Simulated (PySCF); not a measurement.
# Electron correlation in C⁺ (carbon, charge +1)

[He] 2s2 2p1, 2P determinant. Calculation: PySCF 2.14, in pcseg-2 (4s3p2d1f, 30 functions); the non-relativistic Hamiltonian (point nucleus). Frozen: 1s2; 3 electrons correlated.

MP2 pair energies summed by pair of shells (mhartree):

| pair | energy | share (%) |
| --- | --- | --- |
| 2s-2s | -27.94 | 57.1 |
| 2s-2p | -21.01 | 42.9 |

Total MP2 correlation energy: -48.95 mhartree.

Same-spin part -3.18 and opposite-spin part -45.78 mhartree; SCS-MP2 scales them by 1/3 and 6/5 to -55.99 mhartree.

```
  level  correlation energy (mhartree)
   CCSD                         -72.49
    (T)                          -1.11
CCSD(T)                         -73.60
```

Diagnostics: T1 = 0.0087, D1 = 0.0165, largest double amplitude 0.132.

**Question.** Is a single reference adequate?

**Answer.** Mostly. T1 lies below 0.03, but a double amplitude of this size points to a near-degeneracy that CCSD handles and MP2 describes poorly.
